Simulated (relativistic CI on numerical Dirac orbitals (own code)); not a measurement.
Computed by Dirac-Coulomb-Breit CI, orbitals from a KLI potential per configuration, QED by a radiative potential, unscaled Slater integrals (own radial code, finite nucleus).

The strongest absorption lines from the ground level of an ion, among the configurations computed and to levels below about 438 eV (vacuum wavelength in Å, gf): 28.512 (0.17), 28.564 (0.0015), 34.828 (0.025), 35.311 (0.00078), 37.250 (0.081), 37.298 (0.51), 268.36 (0.25), 529.58 (6.9e-05).

(1) Which ion is it?
A. P11+
B. K15+
C. Cl13+
D. P13+

Answers

(1) A. P11+ has 4 electrons and the ground level 2s2 1S_0; the strongest line goes to 2s 3p 1P°_1. The pattern of lines fixes the number of electrons, and along that sequence the line energies rise steadily with the charge (about as its square where n changes within one kind of shell, about linearly where n is kept but much faster in heavy ions where fine structure, which grows about as Z⁴, sets the gap, and irregularly where shells cross), which fixes Z. Configurations outside the model, such as inner-shell arrays, can give stronger lines. At this charge energies of transitions that change n are usually good to better than 1 %, and those within a shell (Δn = 0) to a few per cent.
